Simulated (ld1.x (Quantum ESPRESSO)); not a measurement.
**calcium (Ca): excitation energies, all-electron against PAW**

| Item | Value |
| --- | --- |
| Element | calcium (Ca) |
| Generator | ld1.x (Quantum ESPRESSO) 7.5 |
| Type | PAW |
| Functional | PBEsol |
| Relativity | scalar-relativistic |
| Frozen core | [Ne] |
| Valence charge | 10 |
| Reference configuration | 3s2 3p6 3d0 4s0.5 4p0 (charge +1.5) |
| Partial waves | 3s (bound): rcut 1.55, rcutus 2.10 bohr; 4s (bound): rcut 1.55, rcutus 2.10 bohr; 3p (bound): rcut 1.90, rcutus 2.20 bohr; 4p (bound, empty): rcut 1.90, rcutus 2.20 bohr; 3d (bound, empty): rcut 2.50, rcutus 2.95 bohr; 3d channel at 4.4 Ry: rcut 2.50, rcutus 2.95 bohr |
| Local potential | all-electron potential smoothed inside 2.75 bohr (lloc = -1) |
| Core correction | Bessel-smoothed model core inside 1.05 bohr |
| Augmentation charge | BESSEL, radius 1.30 bohr |

Energies are relative to the spin-unpolarised reference configuration 3s2 3p6 3d0 4s0.5 4p0; without spin polarisation the order of configurations can differ from experiment. Not all tests gave a result: test run stopped at test 5 of 7 (negative rho).

(1) Give the all-electron excitation energy and the error of the potential for: 3s2 3p6 3d0 4s2 4p0; 3s2 3p6 3d0 4s1 4p0; 3s2 3p6 3d0 4s0 4p0; 3s2 3p6 3d0 4s0 4p1.

## Answers

(1)

```json
{"valence configuration": "3s2 3p6 3d0 4s2 4p0", "charge": "0", "ΔE all-electron (eV)": "-11.455", "error AE − PS (meV)": "+1.2"}
{"valence configuration": "3s2 3p6 3d0 4s1 4p0", "charge": "+1", "ΔE all-electron (eV)": "-5.150", "error AE − PS (meV)": "+0.4"}
{"valence configuration": "3s2 3p6 3d0 4s0 4p0", "charge": "+2", "ΔE all-electron (eV)": "6.532", "error AE − PS (meV)": "-0.2"}
{"valence configuration": "3s2 3p6 3d0 4s0 4p1", "charge": "+1", "ΔE all-electron (eV)": "-2.127", "error AE − PS (meV)": "+0.3"}
```
